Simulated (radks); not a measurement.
Task: Species: Ga VIII. Configuration: [Ar] 3d6. Calculated with a radial shooting solver on a logarithmic mesh with Libxc functionals: scalar-relativistic Kohn-Sham, LDA (Slater exchange, VWN5 correlation), spin-polarised, spherical densities, finite nucleus; open shells are filled with parallel spins first; Fermi nuclear charge, rms radius 3.9973 fm. Some entries of the table are withheld. Estimate them.

| orbital | occ. | eigenvalue (Ry) | r(max) (bohr) | <r^2> (bohr^2) |
|---|---|---|---|---|
| 1s up | 1 | -761.7731 | 0.03184 | 0.003188 |
| 1s down | 1 | -761.7686 | 0.03183 | 0.003188 |
| 2s up | 1 | -104.2418 | 0.1828 | 0.05619 |
| 2s down | 1 | -103.9476 | 0.1827 | 0.05601 |
| 2p up | 3 | -92.30498 | 0.1466 | 0.04471 |
| 2p down | 3 | -92.07887 | 0.1464 | 0.04452 |
| 3s up | 1 | (1) | 0.5555 | 0.4509 |
| 3s down | 1 | (2) | 0.5567 | 0.4554 |
| 3p up | 3 | -17.91814 | 0.5528 | 0.4753 |
| 3p down | 3 | -17.46526 | 0.5544 | 0.4818 |
| 3d up | 5 | -11.92200 | 0.4942 | 0.5059 |
| 3d down | 1 | -11.45438 | 0.4981 | 0.5228 |

Result: 
(1) 3s up eigenvalue (Ry): -21.58339
(2) 3s down eigenvalue (Ry): -21.12441
